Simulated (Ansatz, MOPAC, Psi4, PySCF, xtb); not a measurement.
Dimer: H2O (SMILES O) (first 3 atoms) with AsH3 (SMILES [AsH3]); geometry from B3LYP-D3(BJ)/def2-TZVP, rigid monomers moved along the line of their centres of mass till H3···As4 is 2.43 Å.
(charge 0, multiplicity 1):
```xyz
7

O     -0.04880     0.63244    -0.59994
H     -0.91007     0.30572    -0.87873
H     -0.00101     0.43945     0.34583
As     0.20717    -0.37579     2.62224
H     -0.22256     0.31410     3.90831
H      1.62146    -0.61926     3.12557
H     -0.28321    -1.73766     3.09175
```

```tsv
level	interaction energy (meV)	minus CCSD(T)/CBS(aug-cc-pVDZ, aug-cc-pVTZ)	cost
GFN-FF	-75.3	-19.7	-
PM6	126.3	181.9	-
GFN1-xTB	-155.2	-99.6	-
HF/3-21G (no counterpoise)	10.5	66.1	-
HF/aug-cc-pVTZ	55.4	111.0	-
PBE/def2-TZVPPD	-76.1	-20.4	×1
PBE-D4/def2-TZVPPD	-102.7	-47.0	×1
r2SCAN/def2-TZVPPD	-58.5	-2.9	×1
B3LYP/6-31G*	1.8	57.4	-
wB97X-V/def2-TZVPPD	-63.0	-7.4	×3
MP2/6-31G* (no counterpoise)	-42.7	13.0	-
CCSD(T)/aug-cc-pVTZ	-43.8	11.8	×200*
CCSD(T)/CBS(aug-cc-pVDZ, aug-cc-pVTZ)	-55.6	0.0	×200*
SAPT0/aug-cc-pVDZ	-51.1	4.5	-
```

 The comparison column counts from a level with limits of its own.

The rows run from -155.2 (GFN1-xTB) to 126.3 meV (PM6). The dispersion term adds -26.6 in PBE-D4. The 3 functionals in def2-TZVPPD without D3 or D4 span 17.6, from PBE to r2SCAN.

Counterpoise-corrected where a basis set is named; no monomer relaxation. Rows marked so take none.

Correlated levels freeze the cores. Filled d and f shells under p-block atoms count as core. CBS: X⁻³ extrapolation of the correlation energy, Hartree–Fock from the larger set. Rows in 3-21G, 6-31G* carry no dispersion term and start afresh at each structure (6-31G* with six Cartesian d functions); the Pople sets are all-electron and without relativity. MP2/6-31G* freezes PySCF's default core, which leaves 3d correlated. The state reached by PM6 isn't checked.

The values were computed with Ansatz (a quantum-chemistry and plane-wave program); MOPAC for PM6 (differences of heats of formation); Psi4 for SAPT; PySCF for 3-21G rows, 6-31G* rows, the dispersion terms; xtb for the GFN methods. 

Costs are rough ratios of core time to PBE/def2-TZVPPD (about 5 s over the structures, on one shared machine); a dash marks a level with no comparable run of its own. A star marks coupled-cluster runs past 200 virtual orbitals, where the program's memory plan changes under this machine's limit, so their costs aren't comparable with smaller runs.
